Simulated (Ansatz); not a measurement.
H4B2Si, SMILES `[H]/B=[SiH]\B` (charge 0, multiplicity 1).

Cartesian coordinates (Å):
SMILES: B(/[H])=[SiH]/B
```xyz
7

B      1.7176    -0.0354     0.3305
Si     0.1286     0.8261    -0.0044
B     -1.2558    -0.5041    -0.2230
H      2.6558    -0.7157     0.5341
H      0.0821     2.2992    -0.0646
H     -2.3898    -0.2230    -0.4502
H     -0.9385    -1.6471    -0.1224
```
Charge 0, spin multiplicity 1.

Frozen-core energies in 6-31g from Ansatz (a quantum-chemistry and plane-wave program) at a geometry from B3LYP-D3(BJ)/def2-TZVP; the HF reference has <S^2> = 0.00 (restricted, and unstable towards unrestricted orbitals) and the T1 diagnostic is 0.022.

```tsv
level	energy (Ha)	difference from CCSDTQ (mHa)
HF	-340.42836	203.84
MP2	-340.58397	48.24
CCSD	-340.62317	9.03
CCSD(T)	-340.63028	1.92
CCSDT	-340.63187	0.33
CCSDT(Q)	-340.63224	-0.04
CCSDTQ	-340.63220	0.00
```
